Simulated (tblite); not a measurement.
`[SiH3]CC[SiH2]CCl`. The geometry is computed with GFN2-xTB (gas phase).

```
atom  x, y, z in Å
Si1   -2.5095    0.7900   -0.0547
C2    -1.2430   -0.0602   -1.1887
C3     0.2212    0.1715   -0.8119
Si4    0.7954   -0.7282    0.7577
C5     2.6903   -0.4925    0.8938
Cl6    3.0468    1.2444    1.0848
H7    -2.4469    0.2262    1.2939
H8    -3.8457    0.5646   -0.6120
H9    -2.2343    2.2276   -0.0128
H10   -1.4396   -1.1337   -1.2195
H11   -1.4036    0.3066   -2.2066
H12    0.3994    1.2441   -0.7064
H13    0.8538   -0.1596   -1.6428
H14    0.5661   -2.1769    0.6560
H15    0.1998   -0.1951    1.9834
H16    3.2332   -0.8257    0.0127
H17    3.1095   -0.9911    1.7632
```

(1) What is the longest distance between nuclei?

(2) Work out the bond lengths Si1–C2, Si1–H7, C3–H12, C5–H16, C5–H17 in pm.

(3) Where is the centre of mass (commonest isotopes), and what is the radius of gyration?

(4) What are the angles C3–C2–H10, Si4–C3–H12, C2–C3–Si4, C3–Si4–C5, H16–C5–H17?

(5) How far apart are these pairs, which share no bond: Si1···Cl6, Si4···H13, Si4···H17, Cl6···H15, H7···H8, H8···H14, H14···H17?

(6) Give the dihedral angles Si1–C2–C3–H12, H11–C2–C3–H12, H11–C2–C3–Si4, C2–C3–Si4–H15, H12–C3–Si4–H15.

(7) Write the matrix of distances between heavy atoms (Å, lower triangle).

## Answers

(1) H8···H17, 7.51 Å; the next longest distance is 7.24 Å.

(2) For Si1–C2 the difference vector is (1.2665, -0.8502, -1.1340) Å, of length 1.9007 Å. Si1–C2 190.1; Si1–H7 146.3; C3–H12 109.2; C5–H16 108.7; C5–H17 108.6 pm.

(3) Mass 138.009 u; centre at (0.548, 0.288, 0.316) Å; Rg = √(Σ m r²/M) = 2.445 Å. As Ia + Ib + Ic = 2 Σ m r², the three principal moments sum to 1650.0 u·Å².

(4) From the scalar product of the two bond vectors; for C3–C2–H10 it is -0.5482 Å² over 1.5296 × 1.0918 Å², cos θ = -0.3283. C3–C2–H10 109.2°; Si4–C3–H12 109.6°; C2–C3–Si4 114.9°; C3–Si4–C5 107.4°; H16–C5–H17 108.4°.

(5) Si1···Cl6 5.690 Å (5 bonds apart); Si4···H13 2.468 Å (2 bonds apart); Si4···H17 2.537 Å (2 bonds apart); Cl6···H15 3.314 Å (3 bonds apart); H7···H8 2.388 Å (2 bonds apart); H8···H14 5.347 Å (5 bonds apart); H14···H17 3.017 Å (3 bonds apart).

(6) Si1–C2–C3–H12 -52° (synclinal); H11–C2–C3–H12 69° (synclinal); H11–C2–C3–Si4 -167° (antiperiplanar); C2–C3–Si4–H15 -69° (synclinal); H12–C3–Si4–H15 54° (synclinal). Dihedral signs follow IUPAC: positive where, seen along the central bond, the front bond turns clockwise onto the rear one.

(7) 
```
Si1   0.000
C2    1.901  0.000
C3    2.900  1.530  0.000
Si4   3.727  2.897  1.898  0.000
C5    5.439  4.472  3.074  1.914  0.000
Cl6   5.690  5.027  3.568  3.011  1.783  0.000
```

Its GFN2-xTB frequencies are all real (lowest 20 cm⁻¹). The numbers are those of one conformer. 3 starts were optimised and ended at 0.00, 0.30 and 0.42 kcal/mol (GFN2-xTB); the lowest of these is shown.
